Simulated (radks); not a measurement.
Species: Tl2+. Configuration: [Xe] 4f14 5d10 6s1. All-electron calculation, Dirac Kohn-Sham, BLYP, spin-unpolarised, spherical densities, finite nucleus; Fermi nuclear charge, rms radius 5.4759 fm. Program: a radial shooting solver on a logarithmic mesh with Libxc functionals.

Unscreened Slater integrals over Kohn-Sham orbitals (eV). Large and small components are both included.

| integral | value |
|---|---|
| F0(6s1/2,6s1/2) | 10.732 |
| F0(6s1/2,5d5/2) | 12.612 |
| G2(6s1/2,5d5/2) | 2.9716 |
| F0(6s1/2,5d3/2) | 12.704 |
| G2(6s1/2,5d3/2) | 2.7180 |
| F0(6s1/2,5p3/2) | 13.216 |
| G1(6s1/2,5p3/2) | 1.1055 |
| F0(5d5/2,5d5/2) | 17.754 |
| F2(5d5/2,5d5/2) | 9.2011 |
| F4(5d5/2,5d5/2) | 6.1031 |
| F0(5d5/2,5d3/2) | 18.072 |
| F2(5d5/2,5d3/2) | 9.3637 |
| G2(5d5/2,5d3/2) | 9.3487 |
| G4(5d5/2,5d3/2) | 6.2065 |
| F0(5d5/2,5p3/2) | 20.047 |
| F2(5d5/2,5p3/2) | 10.029 |
| G1(5d5/2,5p3/2) | 12.235 |
| G3(5d5/2,5p3/2) | 7.5804 |
| F0(5d3/2,5d3/2) | 18.411 |
| F2(5d3/2,5d3/2) | 9.5552 |
| F0(5d3/2,5p3/2) | 20.525 |
| F2(5d3/2,5p3/2) | 10.418 |
| G1(5d3/2,5p3/2) | 12.915 |
| G3(5d3/2,5p3/2) | 8.0060 |
| F0(5p3/2,5p3/2) | 23.638 |
| F2(5p3/2,5p3/2) | 12.726 |
